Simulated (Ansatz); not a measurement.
Consider the substitution at a C–O bond: `N[SiH](F)CO` + H–F → `N[SiH](F)CF` + H₂O.

Computed with Ansatz on PBE0-D4/def2-TZVP structures; ΔE is electronic, products minus reactants. CBS: MP2 limit from def2 TZ/QZ plus the TZ coupled-cluster correction, frozen cores. This one scheme is used for every species. DFT in def2-TZVPP. HSE06 is defined as in plane-wave codes. One conformer a species, not always the lowest.

CCSD(T)/CBS gives +0.04 eV.

**Question.** Another level gave -0.02 eV. Which?
A. MP2/def2-TZVPP
B. HSE06-D4/def2-TZVPP
C. CAM-B3LYP-D4/def2-TZVPP
D. BLYP/def2-TZVPP

**Answer.** C. CAM-B3LYP-D4 -0.02, HSE06-D4 0.02, MP2/def2-TZVPP 0.09, BLYP -0.09 eV.

**Question.** What do rigid-rotor, harmonic-oscillator terms from PBE0-D4/def2-TZVP frequencies (298.15 K, 1 bar) make of the CCSD(T)/CBS value? (An estimate is asked.)

**Answer.** Computed: ΔZPE = 0.00 eV, ΔH = +0.04 eV, ΔS = 10 J/(mol·K), ΔG = +0.01 eV.

Largest T1 diagnostic among the species: 0.011.

From r2SCAN to r2SCAN0 (25 % exact exchange), in def2-TZVPP and without D4, ΔE moves by +0.03 eV. The D4 term adds +0.03 eV with B3LYP and +0.02 eV with PBE0; it sums over pairs of atoms, weighted by their polarisabilities, and B3LYP, whose exchange is more repulsive, gets the larger term.

B3LYP here is the variant with VWN-RPA as its local correlation; programs differ in this.
